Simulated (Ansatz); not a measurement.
Species: H$_{4}$B$_{2}$O$_{2}$, SMILES `BB(O)O` with one electron removed (charge 1, multiplicity 2), formula H4B2O2.

How many basis functions does frozen-core CCSD(T)/cc-pVTZ // M06-2X/def2-TZVP run with Ansatz (a program for electronic structure) use, how many core orbitals are frozen, and how many electrons are correlated?

176 basis functions and 4 frozen orbitals, which leaves 21 correlated electrons. Core time is of the order of minutes.
